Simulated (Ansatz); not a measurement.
Gas-phase electronic energies from Ansatz, PBE0-D4/def2-TZVP geometries. CCSD(T)/CBS adds triple-zeta CCSD(T) − MP2 to the extrapolated MP2 energy (def2 sets, frozen cores). This one scheme is used for every species. Open shells (•) are unrestricted, without spin–orbit coupling. One conformer a species, not always the lowest.

`N[SiH2]OC[SiH3]` → `[CH2][SiH3]`• + `N[SiH2][O]`•  (homolysis of the C–O bond)

```
          species  HF/def2-TZVPP energy (Eh)
`N[SiH2]OC[SiH3]`                 -750.44404
   `[CH2][SiH3]`•                 -329.69189
    `N[SiH2][O]`•                 -420.66839
```

Problem. Work out ΔE.

Solution. ΔE = (-329.69189) + (-420.66839) − (-750.44404) = 0.08376 Eh = +219.9 kJ/mol. CCSD(T)/CBS gives +390.6 kJ/mol.

Largest T1 diagnostic among the species: 0.018.

The D4 term adds +15.1 kJ/mol with B3LYP and +8.5 kJ/mol with PBE0; it sums over pairs of atoms, weighted by their polarisabilities, and B3LYP, whose exchange is more repulsive, gets the larger term. In def2-TZVPP, CCSD(T) changes the Hartree–Fock value by +158.4 kJ/mol (the triples alone add +14.0 kJ/mol) and MP2 by +198.1 kJ/mol; breaking electron pairs costs correlation energy, which Hartree–Fock lacks.

B3LYP here is the variant with VWN-RPA as its local correlation; programs differ in this.
